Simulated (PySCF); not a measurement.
Cyanoethynyl isothiocyanate, C4N2S.
Geometry (PBE0-D3(BJ)/def2-TZVP, Å), atoms numbered from 1 in this order:
```xyz
7
C4N2S angstrom
N      3.2886   -0.7441   -1.5617
C      2.2791   -0.5183   -1.0428
C      1.0934   -0.2510   -0.4356
C      0.0357   -0.0121    0.1058
N     -1.0760    0.2367    0.6743
C     -2.1158    0.4745    1.2081
S     -3.4711    0.7850    1.9018
```

Level: wB97X-D/pcSseg-2 in PySCF, non-relativistic, on one gas-phase PBE0-D3(BJ)/def2-TZVP geometry that isn't relaxed in the solvent. The solvent is an IEF-PCM continuum (cavity from Bondi-type radii × 1.2). Specific hydrogen bonds and non-electrostatic terms are outside this model.

Gas phase at wB97X-D/pcSseg-2: HOMO -9.57 eV, LUMO -1.02 eV, dipole 4.07 D.

Task: What does the continuum do to the energy, the frontier levels and the dipole at wB97X-D/pcSseg-2 in chloroform?

Result: 
```tsv
solvent	ε	E(solvent) − E(gas) (kcal/mol)	polarisation term (kcal/mol)	distortion of the solute (kcal/mol)	HOMO (eV)	LUMO (eV)	dipole (D)
chloroform	4.711	-3.08	-3.81	0.73	-9.38	-0.84	5.29
```

Polarisation term: ½ Σ q·V over the induced surface charges. Distortion: the rise of the solute's own energy as its density leaves the gas-phase optimum.

Task: Which radius a makes the point-dipole formula ΔE = −[(ε − 1)/(2ε + 1)]·μ²/a³ give the value in chloroform, with the gas-phase dipole?

Result: μ = 1.602 au and |ΔE| = 0.00491 Eh give a = 3.02 Å; the farthest nucleus lies 3.98 Å from the centroid of the nuclei, so such a sphere wouldn't even hold the nuclei. The formula assumes a rigid point dipole at the centre of a sphere.

Task: Give the dipole vector in the frame of the coordinates (D, pointing from negative to positive charge), gas and chloroform.

Result: Gas (-3.55, 0.80, 1.82), solvent (-4.62, 1.04, 2.37). Its length changes by +30 % and its direction by less than 1°.

wB97X-D is run here without its empirical dispersion term; that term would change no orbital, density or response property at a fixed geometry.
